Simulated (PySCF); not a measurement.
Excitation energy of Fe by level of theory

Fe [Ar] 3d6 4s2 (5D) → Fe [Ar] 3d8 (3F), as a difference of total energies. Computed with PySCF 2.14 in x2c-QZVPPall (11s7p5d4f2g, 103 functions), with the spin-free X2C one-electron Hamiltonian (Gaussian nucleus). Correlated levels: valence: [Ar] frozen; valence and next inner shell: [Ne] frozen. The calculations carry no spin-orbit coupling.

| method | excitation energy (eV) | error (eV) |
| --- | --- | --- |
| UHF | 7.859 | +3.785 |
| LDA | 2.979 | -1.095 |
| PBE | 3.061 | -1.013 |
| PBE0 | 4.076 | +0.002 |
| BHandHLYP | 5.093 | +1.019 |
| TPSS | 3.114 | -0.960 |
| wB97X | 3.900 | -0.174 |
| B97-3 | 4.140 | +0.066 |
| MP2 (valence) | 3.427 | -0.647 |
| SCS-MP2 (valence) | 3.494 | -0.580 |
| MP2 (valence and next inner shell) | 2.521 | -1.553 |
| SCS-MP2 (valence and next inner shell) | 2.923 | -1.151 |

Reference: 4.074 eV (measured; NIST levels, between the centres of gravity of the two terms).

Errors of the correlated levels include the incompleteness of this basis and the frozen core.
